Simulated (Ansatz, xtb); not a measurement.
**Relative energy of two conformers of C2H5AlBr**

Structure a is `C[CH2][Al][Br]`, a doublet and structure b is `C[CH2][Al][Br]`, a doublet. Both are isolated molecules in the gas phase, relaxed with B3LYP/6-31G*.

a (Å):

| atom | x (Å) | y (Å) | z (Å) |
| --- | --- | --- | --- |
| C | -0.5329 | 0.3586 | 1.7547 |
| C | 0.3509 | 1.6176 | 1.7337 |
| Al | 1.3930 | 1.8913 | 0.0387 |
| Br | 2.4476 | 0.0189 | -0.8360 |
| H | 0.0504 | -0.5501 | 1.5727 |
| H | -1.0285 | 0.2442 | 2.7282 |
| H | -1.3218 | 0.4010 | 0.9945 |
| H | 1.1094 | 1.5718 | 2.5307 |
| H | -0.2410 | 2.5217 | 1.9235 |

b (Å):

```xyz
9

C     0.4260    1.0150   -0.0926
C    -0.5938    0.1998   -0.8990
Al   -2.4190   -0.0328   -0.0979
Br   -3.9029   -1.2843   -1.3672
H     1.3878    1.0816   -0.6180
H     0.0805    2.0405    0.0827
H     0.6224    0.5659    0.8879
H    -0.2278   -0.8204   -1.0874
H    -0.7668    0.6472   -1.8891
```

Q: Estimate E(b) − E(a) at the level CCSD(T)/def2-SVP + ΔMP2/def2-TZVPP.

A: Too close to call at this level: CCSD(T)/def2-SVP + ΔMP2/def2-TZVPP gives E(b) − E(a) = +0.06 kcal/mol.

Level by level:

```json
{"level": "B3LYP/6-31G*", "geometry": "B3LYP/6-31G*", "E(b) − E(a) (kcal/mol)": "−0.11", "departure from the last row (kcal/mol)": "−0.17", "job, with rough time for the two": "optimisation, 63 s"}
{"level": "HF/def2-SVP", "geometry": "B3LYP/6-31G*", "E(b) − E(a) (kcal/mol)": "−0.28", "departure from the last row (kcal/mol)": "−0.34", "job, with rough time for the two": "part of the CCSD(T) run"}
{"level": "MP2/def2-SVP", "geometry": "B3LYP/6-31G*", "E(b) − E(a) (kcal/mol)": "+0.05", "departure from the last row (kcal/mol)": "−0.01", "job, with rough time for the two": "part of the CCSD(T) run"}
{"level": "CCSD(T)/def2-SVP", "geometry": "B3LYP/6-31G*", "E(b) − E(a) (kcal/mol)": "−0.01", "departure from the last row (kcal/mol)": "−0.07", "job, with rough time for the two": "single point"}
{"level": "CCSD(T)/def2-SVP + ΔMP2/def2-TZVPP", "geometry": "B3LYP/6-31G*", "E(b) − E(a) (kcal/mol)": "+0.06", "departure from the last row (kcal/mol)": "", "job, with rough time for the two": "single point, 69 s"}
```

The largest departure from CCSD(T)/def2-SVP + ΔMP2/def2-TZVPP is that of HF/def2-SVP, 0.34 kcal/mol. Levels run at GFN2-xTB geometries aren't shown. The last row adds to CCSD(T) the change of the MP2 difference between the two basis sets, here +0.07 kcal/mol.

With harmonic frequencies from B3LYP/6-31G* (ideal gas, rigid rotor, one conformer each, 600 K, 1 atm): on the last row, ΔE + ΔZPE = −0.05 kcal/mol. A mode under 50 cm⁻¹ makes harmonic enthalpies and free energies unreliable, so none is given.

Open shells are spin-unrestricted. The correlated steps freeze 16 core orbitals; the filled d shell of Br is correlated, in a basis made for valence electrons. Codes used: Ansatz 0.2.0; the last row on 2 threads of Intel(R) Xeon(R) 6975P-C (Granite Rapids) on a shared host.
